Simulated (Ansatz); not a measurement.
Consider the redistribution: `C[SiH2]Cl` + `C=NBC` → `C=N[SiH2]C` + `CBCl`.

Computed with Ansatz on PBE0-D4/def2-TZVP structures; ΔE is electronic, products minus reactants. CBS: MP2 limit from def2 TZ/QZ plus the TZ coupled-cluster correction, frozen cores. DFT in def2-TZVPP. B3LYP here is the variant with VWN-RPA as its local correlation; programs differ in this. HSE06 is defined as in plane-wave codes. One conformer a species, not always the lowest.

```json
{"level": "PBE-D4", "ΔE (kcal/mol)": "20.4", "difference from CCSD(T)/CBS": "3.7"}
{"level": "revPBE-D4", "ΔE (kcal/mol)": "19.2", "difference from CCSD(T)/CBS": "2.5"}
{"level": "BLYP-D4", "ΔE (kcal/mol)": "19.5", "difference from CCSD(T)/CBS": "2.8"}
{"level": "r2SCAN-D4", "ΔE (kcal/mol)": "19.4", "difference from CCSD(T)/CBS": "2.7"}
{"level": "PBE0-D4", "ΔE (kcal/mol)": "19.1", "difference from CCSD(T)/CBS": "2.4"}
{"level": "B3LYP-D4", "ΔE (kcal/mol)": "18.8", "difference from CCSD(T)/CBS": "2.1"}
{"level": "r2SCAN0-D4", "ΔE (kcal/mol)": "18.5", "difference from CCSD(T)/CBS": "1.8"}
{"level": "CAM-B3LYP-D4", "ΔE (kcal/mol)": "18.4", "difference from CCSD(T)/CBS": "1.7"}
{"level": "r2SCAN", "ΔE (kcal/mol)": "19.4", "difference from CCSD(T)/CBS": "2.7"}
{"level": "B3LYP", "ΔE (kcal/mol)": "19.2", "difference from CCSD(T)/CBS": "2.5"}
{"level": "HSE06", "ΔE (kcal/mol)": "19.4", "difference from CCSD(T)/CBS": "2.7"}
{"level": "HF/def2-TZVPP", "ΔE (kcal/mol)": "14.3", "difference from CCSD(T)/CBS": "-2.4"}
{"level": "SCS-MP2/def2-TZVPP", "ΔE (kcal/mol)": "15.5", "difference from CCSD(T)/CBS": "-1.2"}
{"level": "HF/def2-QZVPP", "ΔE (kcal/mol)": "14.3", "difference from CCSD(T)/CBS": "-2.4"}
{"level": "HF/CBS(def2)", "ΔE (kcal/mol)": "14.3", "difference from CCSD(T)/CBS": "-2.4"}
{"level": "MP2/CBS(def2)", "ΔE (kcal/mol)": "16.7", "difference from CCSD(T)/CBS": "0.0"}
{"level": "CCSD(T)/CBS", "ΔE (kcal/mol)": "16.7", "difference from CCSD(T)/CBS": "0"}
```

Largest T1 diagnostic among the species: 0.014.

From r2SCAN to r2SCAN0 (25 % exact exchange), in def2-TZVPP and without D4, ΔE moves by −0.9 kcal/mol. Leaving LDA and LC-ωPBE aside and taking each functional with its dispersion term where it has one, the values, not all of them listed here, spread over 3.6 kcal/mol, from ωB97X-V to PBE-D4. LDA lies +2.1 kcal/mol from PBE without D4.
